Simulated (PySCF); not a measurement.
Vertical excitation energies

Compound: C5H4NOP.
SMILES: `O=Cc1ncccp1`

Method used: TDDFT PBE0/def2-SVPD, vertical, gas phase, core orbitals frozen in the response (PySCF). Isolated species at its GFN2-xTB geometry (one conformer only). Torsions of this conformer, `[O:1]=[CH:2][c:3]1[n:4][cH:5][cH:6][cH:7][p:8]1`: O1–C2–C3–N4 180°.

Q: What does the calculation give for the low-lying excited states?

A: 

```
state  E (eV)  λ (nm)  ν̃ (cm⁻¹)       f  symmetry  main configurations (H = HOMO, L = LUMO)
   S1    2.92   424.0      23580  0.0011         –                                 H→L (95%)
   S2    3.72   333.5      29990  0.0007         –                   H-2→L (83%), H→L+1 (9%)
   S3    3.84   323.0      30960  0.0029        A″                   H→L+1 (85%), H-2→L (8%)
   S4    4.36   284.1      35200   0.099        A′                 H-1→L (83%), H-1→L+1 (8%)
   S5    4.78   259.2      38580   0.025        A′   H-1→L+1 (55%), H-4→L (31%), H-1→L (12%)
   S6    4.81   257.5      38830  0.0067        A″                               H-3→L (98%)
   S7    4.90   253.2      39490  0.0009         –                             H-2→L+1 (91%)
   S8    5.50   225.3      44390  0.0021        A″                             H-3→L+1 (93%)
```

Triplets (Tamm–Dancoff): T1 2.48 eV, H→L (90%); T2 2.80 eV, H-1→L (92%); T3 3.29 eV, H-2→L (63%), H→L+1 (19%).

The lowest singlet lies at 2.92 eV (424 nm, visible) and is very weak; its leading configuration is HOMO→LUMO (95%). The strongest level in the table is S4 at 4.36 eV (284 nm, f = 0.099). Löwdin shares by element: HOMO nitrogen 24%, phosphorus 22%, oxygen 20%, carbon 10% or more (atoms not listed hold the other 24%); LUMO carbon 29% or more, phosphorus 25%, oxygen 14% (atoms not listed hold the other 33%). Of the 8 states listed, 2 reach f = 0.01 and none stays under 0.0005. Weighted by f, the mean energy of these states is 4.46 eV. The listed states span 2.58 eV, and the widest gap between neighbours is 0.79 eV (S1 to S2). S1 lies in the visible range (380 to 750 nm), at 424 nm, f = 0.0011; light of that wavelength is violet, and its complementary colour is yellow-green; a Tamm–Dancoff triplet lies at 500 nm, without intensity as long as spin–orbit coupling is left out. Symmetry labels in Cs follow from the direction of the transition dipole and are given only for states with f of 0.002 or more. The window holds the lowest 8 singlets.
